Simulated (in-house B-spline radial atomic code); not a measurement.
Inner levels of cobalt as electrons are removed. A shift is the extra binding of the orbital against the neutral atom ([Ar] 3d7 4s2). The density at the nucleus is averaged over the nuclear charge. Computed with a radial B-spline atomic code at the basis-set limit: Dirac-Hartree-Fock, average of the configuration, finite nuclei.

```json
{"ion": "Co13+", "configuration": "[Ne] 3s2 3p2", "shift of 1s1/2 (eV)": "405.8", "radius of 1s1/2 (bohr)": "0.056142", "Σ<r²> (bohr²)": "2.5473", "change of density at nucleus (bohr⁻³)": "102.3"}
{"ion": "Co14+", "configuration": "[Ne] 3s2 3p1", "shift of 1s1/2 (eV)": "456.2", "radius of 1s1/2 (bohr)": "0.056132", "Σ<r²> (bohr²)": "1.9926", "change of density at nucleus (bohr⁻³)": "120.41"}
{"ion": "Co15+", "configuration": "[Ne] 3s2", "shift of 1s1/2 (eV)": "508.45", "radius of 1s1/2 (bohr)": "0.056121", "Σ<r²> (bohr²)": "1.4745", "change of density at nucleus (bohr⁻³)": "139.42"}
{"ion": "Co16+", "configuration": "[Ne] 3s1", "shift of 1s1/2 (eV)": "560.06", "radius of 1s1/2 (bohr)": "0.056119", "Σ<r²> (bohr²)": "0.97874", "change of density at nucleus (bohr⁻³)": "-4.4945"}
{"ion": "Co17+", "configuration": "[He] 2s2 2p6", "shift of 1s1/2 (eV)": "?", "radius of 1s1/2 (bohr)": "?", "Σ<r²> (bohr²)": "?", "change of density at nucleus (bohr⁻³)": "?"}
{"ion": "Co18+", "configuration": "[He] 2s2 2p5", "shift of 1s1/2 (eV)": "749.13", "radius of 1s1/2 (bohr)": "0.056052", "Σ<r²> (bohr²)": "0.43556", "change of density at nucleus (bohr⁻³)": "-100.87"}
{"ion": "Co19+", "configuration": "[He] 2s2 2p4", "shift of 1s1/2 (eV)": "889.47", "radius of 1s1/2 (bohr)": "0.055985", "Σ<r²> (bohr²)": "0.3666", "change of density at nucleus (bohr⁻³)": "-40.344"}
{"ion": "Co20+", "configuration": "[He] 2s2 2p3", "shift of 1s1/2 (eV)": "1034.15", "radius of 1s1/2 (bohr)": "0.055913", "Σ<r²> (bohr²)": "0.30241", "change of density at nucleus (bohr⁻³)": "22.555"}
{"ion": "Co21+", "configuration": "[He] 2s2 2p2", "shift of 1s1/2 (eV)": "1183.14", "radius of 1s1/2 (bohr)": "0.055837", "Σ<r²> (bohr²)": "0.2426", "change of density at nucleus (bohr⁻³)": "87.84"}
{"ion": "Co22+", "configuration": "[He] 2s2 2p1", "shift of 1s1/2 (eV)": "?", "radius of 1s1/2 (bohr)": "?", "Σ<r²> (bohr²)": "?", "change of density at nucleus (bohr⁻³)": "?"}
{"ion": "Co23+", "configuration": "[He] 2s2", "shift of 1s1/2 (eV)": "1494", "radius of 1s1/2 (bohr)": "0.055671", "Σ<r²> (bohr²)": "0.13468", "change of density at nucleus (bohr⁻³)": "225.61"}
{"ion": "Co24+", "configuration": "[He] 2s1", "shift of 1s1/2 (eV)": "1633.06", "radius of 1s1/2 (bohr)": "0.055661", "Σ<r²> (bohr²)": "0.070074", "change of density at nucleus (bohr⁻³)": "-620.31"}
{"ion": "Co25+", "configuration": "1s2", "shift of 1s1/2 (eV)": "?", "radius of 1s1/2 (bohr)": "?", "Σ<r²> (bohr²)": "?", "change of density at nucleus (bohr⁻³)": "?"}
{"ion": "Co26+", "configuration": "1s1", "shift of 1s1/2 (eV)": "2236.05", "radius of 1s1/2 (bohr)": "0.05483", "Σ<r²> (bohr²)": "0.0040217", "change of density at nucleus (bohr⁻³)": "-9050.43"}
```

Task: Fill in the row of Co17+.

Result: shift of 1s1/2 (eV): 613.16; radius of 1s1/2 (bohr): 0.056115; Σ<r²> (bohr²): 0.50978; change of density at nucleus (bohr⁻³): -159.04.

Task: Fill in the row of Co22+.

Result: shift of 1s1/2 (eV): 1336.44; radius of 1s1/2 (bohr): 0.055756; Σ<r²> (bohr²): 0.1868; change of density at nucleus (bohr⁻³): 155.52.

Task: Fill in the row of Co25+.

Result: shift of 1s1/2 (eV): 1774.82; radius of 1s1/2 (bohr): 0.055617; Σ<r²> (bohr²): 0.0082904; change of density at nucleus (bohr⁻³): -1509.82.
